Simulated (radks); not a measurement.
Results of a calculation; reference values are marked as such.
Initial-state core-level shifts of the chlorine ion Cl3+ when its valence configuration changes from [Ne] 3s2 3p2. Level of theory: non-relativistic Kohn-Sham, BLYP, spin-unpolarised, spherical densities, point nucleus (a radial shooting solver on a logarithmic mesh with Libxc functionals). Shifts are changes of the shell-averaged eigenvalues in eV (positive: less bound); the change of the density at the nucleus, which sets a Mossbauer isomer shift, is in e/bohr^3, on a base of 3233.

valence          1s      2s      2p  density at nucleus
3p4          -1.894  -2.027  -1.965            -29.4557
3s1 3p3      -0.966  -1.029  -0.998            -14.6118
3s0.5 3p3.5  -1.435  -1.532  -1.485            -22.0056
3s1.5 3p2.5  -0.488  -0.518  -0.503             -7.2760
